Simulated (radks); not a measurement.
Values are calculated unless marked as measured or tabulated.
Valence configurations of neutral gallium (all share [Ar]). Level of theory: scalar-relativistic Kohn-Sham, PBE, spin-polarised, spherical densities, finite nucleus; open shells are filled with parallel spins first; Fermi nuclear charge, rms radius 3.9973 fm (a radial shooting solver on a logarithmic mesh with Libxc functionals). Energies are relative to 3d10 4s2 4p1; eigenvalues in eV for spin up.

valence	E (eV)	moment (Bohr magnetons)	e(3d)	e(4p)	e(4s)
3d10 4s2 4p1	0.000	1	-19.108	-2.870	-9.218
3d9 4s2 4p2	19.374	3	-28.482	-4.415	-11.901
3d10 4s1.5 4p1.5	2.671	2	-19.950	-3.452	-10.024
3d8 4s2 4p3	45.483	5	-38.468	-5.869	-14.378
3d9 4s1 4p3	24.543	5	-29.754	-5.306	-13.133
3d7.5 4s2 4p3.5	62.429	5	-43.914	-6.475	-15.478
3d10 4s1 4p2	5.039	3	-20.674	-3.932	-10.717
3d7 4s2 4p4	81.264	5	-49.462	-7.040	-16.511
3d9.5 4p3.5	22.524	3	-26.984	-5.204	-
3d9.5 4s2 4p1.5	8.876	2	-23.719	-3.660	-10.594

NIST lists [Ar] 3d10 4s2 4p1 as the ground configuration; this level of theory agrees among the configurations tried. The energies are those of spherical high-spin densities, not of single terms.
